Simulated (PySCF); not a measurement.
B3LYP has the VWN-RPA correlation part, as in Gaussian. 

## [Zn(OH)(H)] (charge 0, multiplicity 1)

Method: PySCF with B3LYP-D3(BJ)/def2-TZVP // PBE-D3(BJ)/def2-SVP.

```
Item                                                        Value
----------------------------------------  -----------------------
HOMO                                                     -7.94 eV
dipole moment                                              1.61 D
HOMO–LUMO gap                                             7.13 eV
LUMO                                                     -0.82 eV
charge on the central atom (Mulliken)                      0.37 e
charge on the central atom (meta-Löwdin)                   1.05 e
total energy                                        -1855.9173 Ha
cost                                      roughly 12 core-seconds
```

```xyz
4

Zn     0.0374    -0.0212     0.0514
O     -1.1119    -1.1223     0.8547
H     -0.7206    -1.9778     1.1078
H      0.9243     1.0014    -0.6424
```
Charge 0, spin multiplicity 1.
